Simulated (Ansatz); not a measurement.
Basis-set extrapolation for AlFH₇NSi₂, SMILES `[NH2][AlH][SiH](F)[SiH3]` (PBE0-D4/def2-TZVP geometry, frozen core, Ansatz 0.2.0). Multiplicity 1, RHF reference.

```
                      def2-TZVPP   def2-QZVPP
                 HF  -977.938759  -977.971734
    MP2 correlation    -0.788980    -0.853925
CCSD(T) correlation    -0.875371      not run
```

Energies in hartree. Use E(X) = E(∞) + A·exp(−7.88·√X) for Hartree–Fock and E(X) = E(∞) + B·X^(−2.97) for correlation, with X = 3 and 4, and add CCSD(T) minus MP2 of the smaller set to the MP2 limit.

Task: What is the CCSD(T) energy at the basis-set limit?

Result: HF limit: -977.971734 + (-0.032975) × 0.13774 = -977.97628. MP2 limit: -0.853925 + (-0.064945) × 0.74074 = -0.90203. Higher-order term: -0.875371 − (-0.788980) = -0.08639. Total: -978.96470 hartree, 395.3 kJ/mol below CCSD(T)/def2-TZVPP.
